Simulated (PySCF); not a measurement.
Computed with PBE-D3(BJ)/def2-TZVP // PBE0-D3(BJ)/def2-SVP in PySCF. Gas-phase values, no solvent. One relaxed conformer stands for a flexible species; it need not be the lowest. Excitations are Tamm–Dancoff values on a coarser integration grid. The basis has no diffuse functions, so Rydberg states are missing or too high.

Reference species (SMILES): `c1ccc(c(c1[SiH3])C=C)F` (C–C–C–C torsion 145°) (neutral, multiplicity 1).

* **S1–T1 gap (TDA)**: 1.07 eV
* **LUMO**: -2.22 eV
* **S1 oscillator strength**: 0.060

Changed species: `C=Cc1cc(F)ccc1[SiH3]` (C–C–C–C torsion 20°).

Task: Give the shifts of the S1–T1 gap (TDA), LUMO and S1 oscillator strength.

Result: the S1–T1 gap (TDA) rises by 0.07 eV, to 1.14 eV; the LUMO drops by 0.14 eV, to -2.36 eV; the S1 oscillator strength decreases by 0.035, to 0.025.
